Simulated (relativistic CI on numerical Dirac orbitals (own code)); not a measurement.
**What each ingredient does to the levels of Hg**

Base calculation: Dirac-Coulomb-Breit CI, KLI orbitals optimised for each configuration, model QED, valence Slater integrals scaled by 0.85, P86 correlation energy added to each configuration.

Configurations in the expansion (outside the closed core [Xe] 4f14): 5d10.6s2, 5d10.6s.6p, 5d10.6s.7s, 5d9.6s2.6p, 5d10.6s.7p, 5d10.6s.6d, 5d10.6s.8s, 5d10.6s.8p, 5d10.6s.5f, 5d10.6s.7d, 5d10.6s.9s, 5d10.6s.9p, 5d10.6s.5g, 5d10.6s.6f, 5d10.6s.8d, 5d10.6s.9d, 5d10.6p2, 5d9.6p3, 5d10.6d2, 5d9.6p.6d2. Double excitations out of closed p, d and f shells are left out; levels of such configurations are missing from the list, as are those of other unlisted configurations, and high levels can miss mixing partners.

Variants: (1) Slater integrals left unscaled; (2) self-excluded LDA correlation estimate; (3) Breit term removed. Shifts of the energy above 5d10.6s2 1S_0, in cm⁻¹, for the lowest level and the first level of each name with at least 55 % of one term (blank where a level changes its place among those of its configuration and J or its character, or is not in the variant):

```csv
Level,Base,Δ(1),Δ(2),Δ(3),Measured
5d10.6s2 1S_0,0.0,0.0,0.0,0.0,0.0
5d10.6s.6p 3P°_0,31135.8,-490.0,+471.0,-59.7,37645.1
5d10.6s.6p 3P°_1,32958.6,-318.6,+477.2,-29.1,39412.3
5d10.6s.6p 3P°_2,36875.7,-131.1,+481.9,+54.0,44043.0
5d10.6s.6p 1P°_1,48977.4,+2268.0,+635.3,+82.4,54068.8
5d10.6s.7s 3S_1,55165.4,+830.2,+2830.9,+79.8,62350.5
5d10.6s.7s 1S_0,56734.1,+1094.6,+2820.3,+73.1,63928.2
5d10.6s.7p 3P°_0,62281.8,+868.3,+2762.1,+85.4,69516.7
5d10.6s.7p 3P°_1,62452.4,+845.3,+2747.7,+82.1,69661.9
5d10.6s.7p 3P°_2,62697.3,+565.3,+2492.5,+51.8,71207.5
5d10.6s.6d 1D_2,63714.6,+774.2,+2833.8,+88.7,71333.2
5d10.6s.6d 3D_1,63903.3,+899.4,+2871.3,+88.6,71336.2
5d10.6s.6d 3D_2,63922.0,+900.5,+2871.2,+88.9,71396.2
5d10.6s.6d 3D_3,63955.0,+902.7,+2871.4,+89.6,71431.3
5d10.6s.7p 1P°_1,65030.4,+952.6,+2567.4,+51.5,71295.1
5d10.6s.8s 3S_1,67035.9,+885.4,+2493.3,+86.5,
5d9.6s2.6p 3P°_2,67065.5,+4.2,+924.0,-352.8,
5d10.6s.8s 1S_0,67566.0,+964.6,+2488.8,+80.5,
5d10.6s.8p 3P°_0,69575.0,+899.3,+2459.0,+87.3,
5d10.6s.8p 3P°_1,69652.4,+890.2,+2454.8,+86.0,
5d10.6s.5f 3F°_4,69817.8,+907.1,+2916.7,+88.9,
5d10.6s.5f 3F°_2,69821.6,+910.2,+2926.5,+89.5,
```

For a near-neutral ion this model can misplace configurations by up to about 10,000 cm⁻¹ (more where the count of f electrons changes) and terms by 10 to 25 % of their spread. Rates follow the energies as ν³ (E1, M1) or ν⁵ (E2), so they and the lifetimes can be off by large factors. The fine structure of a lone outer electron comes out too small, for d and f at times inverted, and misplaced configurations move strength between like terms. 14 of the 15 excited levels that our extract of the measured tables holds in this range could be paired (the sources list more); they are missed by 7059 cm⁻¹ on average and 8510 at most, and levels without a partner can miss by more.

Measured levels: NIST Handbook of Basic Atomic Spectroscopic Data (Sansonetti and Martin, J. Phys. Chem. Ref. Data 34, 1559 (2005)).

Ionisation energy from the two ground configurations alone: base 9.387 eV; self-excluded LDA correlation estimate 9.552 eV; Breit term removed 9.4 eV. The NIST ASD value (measured) is 10.4375 eV. The gap of more than 2 % comes from missing correlation.
